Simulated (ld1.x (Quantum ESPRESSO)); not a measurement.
**boron (B): one change to an RRKJ potential, before and after**

ld1.x (Quantum ESPRESSO) 7.5 input, shortened:

```
&input
   title='B', zed=5., rel=1, dft='PBESOL', iswitch=3,
   config='[He] 2s2 2p1'
 /
 &inputp
   pseudotype=2, tm=.false., rho0=0.001, lloc=-1, rcloc=1.70,
   nlcc=.false.
 /
2
2S  1  0   2.00   0.00  1.40  1.40  0.0
2P  2  1   1.00   0.00  3.70  3.70  0.0
 &test
   configts(1)='2s2 2p1'
 /
```

All-electron outer shells of the reference configuration (PBEsol, scalar-relativistic, ld1.x):

```
shell  level (eV)  outermost node (bohr)  outermost maximum (bohr)
   1s     -179.55                      –                      0.21
   2s       -9.36                   0.46                      1.52
   2p       -3.56                      –                      1.59
```

Change: wave 2p (bound): rc 3.70 bohr becomes 2p (bound): rc 5.00 bohr.

Cutoffs: the cutoffs (Ry, on a coarse ladder) from which the occupation-weighted sum of valence levels, in a spherical-Bessel basis at the reference potential, stays within 10 and 1 mRy of its value at 400 Ry; they do not see the model core or the augmentation charge, which bear on the density cutoff. Errors are all-electron minus pseudo energies relative to the spin-unpolarised reference configuration.

Problem. How do hardness, ghosts and transferability respond?

Solution. The potential gets neither clearly harder nor softer (35 Ry and 50 Ry → 35 Ry and 50 Ry); the s channel sets the loose cutoff, while the largest relative change is in p, which becomes softer; of the 7 tests that both files solve, the error grows in 7 and shrinks in 0 by more than 15 % and 0.3 meV (median size 101.4 → 182.9 meV); neither file shows a bound ghost at the reference potential, the only one tested. More of the atom is replaced by a form fitted at one configuration, so other configurations suffer.

| quantity | base | changed |
| --- | --- | --- |
| cutoff, loose | 35 Ry | 35 Ry |
| cutoff, tight | 50 Ry | 50 Ry |
| loose cutoff by channel (10 mRy a level) | s 30 Ry, p 8 Ry | s 30 Ry, p 6 Ry |
| bound ghosts | none | none |
| error for 2s2 2p0, meV [ΔE 8.14 eV] | +230 | +631 |
| error for 2s1 2p0, meV [ΔE 33.40 eV] | +669 | +1681 |
| error for 2s2 2p0.5, meV [ΔE 2.86 eV] | +36 | +114 |
| error for 2s0 2p3, meV [ΔE 11.66 eV] | -186 | -570 |
| error for 2s1 2p1, meV [ΔE 14.26 eV] | -101 | -183 |
| error for 2s2 2p1.3, meV [ΔE -0.72 eV] | +3.9 | +17 |
| error for 2s1 2p2, meV [ΔE 5.82 eV] | -48 | -147 |

Changed file: These tests converged, but a pseudo level misses the all-electron one widely, so the file describes the atom poorly there or has found another state: 2s1 2p0: empty 2p by 3.5 eV.
